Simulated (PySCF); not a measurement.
**Radial density of Hf⁵⁴⁺ (hafnium, charge +54)**

BP86, [Ar], closed-shell 1S. Computed with PySCF 2.14 in an uncontracted even-tempered set (16 s from 14 bohr⁻², ratio 2.5; 10 p from 18 bohr⁻², ratio 2.5; 4 d from 74 bohr⁻², ratio 2.7; 4 f from 110 bohr⁻², ratio 2.7), with no relativity, point nucleus.

```csv
r (bohr),4πr²ρ (e/bohr)
0.000355,0.4017
0.000597,1.097
0.00100,2.928
0.00169,7.507
0.00284,17.99
0.00478,38.55
0.00804,68.59
0.0135,91.12
0.0227,86.43
0.0382,93.44
0.0643,114.0
0.108,52.83
0.182,53.77
0.306,13.37
0.515,0.1365
```

A non-relativistic calculation at this Z misses sizeable relativistic shifts. Spin-orbit coupling, which splits the p, d and f shells strongly at this Z, is absent.
